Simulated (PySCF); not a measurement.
[Au(H2O)(H)], neutral singlet in the gas phase. 

Cartesian coordinates (Å):
```xyz
5

Au     0.0507    -0.0590    -0.0580
O     -0.6655     1.5425     1.3851
H     -1.0670     1.1008     2.1594
H     -1.4064     2.0239     0.9666
H      0.5299    -1.1586    -1.0452
```
Charge 0, spin multiplicity 1.

All levels are single points at this geometry (PBE-D3(BJ)/def2-SVP); Pople sets use spherical d functions. Orbital energies aren't observables, and empty levels follow the basis.

```tsv
level	HOMO (eV)	LUMO (eV)	gap (eV)	dipole (D)	vertical IE, Delta-SCF (eV)
TPSSh-D3(BJ)/def2-TZVP in PySCF	-6.12	-1.23	4.89	4.84	–
B3LYP/6-311+G** (LANL2DZ on Au) in PySCF	-6.80	-1.45	5.35	4.76	–
B3LYP/6-31G* (LANL2DZ on Au) in PySCF	-6.80	-1.25	5.55	5.12	9.65
BP86/6-31G* (LANL2DZ on Au) in PySCF	-6.14	-1.75	4.39	5.00	–
M06-2X/6-31G* (LANL2DZ on Au) in PySCF	-7.95	-0.33	7.62	5.26	–
PBE/6-31G* (LANL2DZ on Au) in PySCF	-5.98	-1.74	4.24	4.97	9.63
```
